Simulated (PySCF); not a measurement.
Computed IR spectrum (relative IR intensity) of a molecule C4H4F2O2. The structure is a stationary point at r2SCAN-D4/def2-SVP. One conformer was computed; it need not be the lowest. Method: r2SCAN-D4/def2-SVP (PySCF). No scaling factor is applied to the harmonic values.

Lines under 2 % of the strongest are left out, and lines within 2 cm⁻¹ are merged.

```csv
ν (cm⁻¹),relative intensity
78,3.0
130,3.5
447,4.9
459,3.4
685,4.7
868,6.5
944,23
1063,18
1108,35
1162,35
1206,15
1222,60
1251,100
1326,49
1339,63
1401,32
1449,8.8
1882,85
3034,5.9
```

Problem. Pick the molecule that these values belong to.
(A) C=C(F)[C@H](F)C(=O)O
(B) COC1=CC(F)(F)O1
(C) FC(F)=C1COCO1
(D) O=C1COC(F)(F)C1

Solution. D, O=C1COC(F)(F)C1
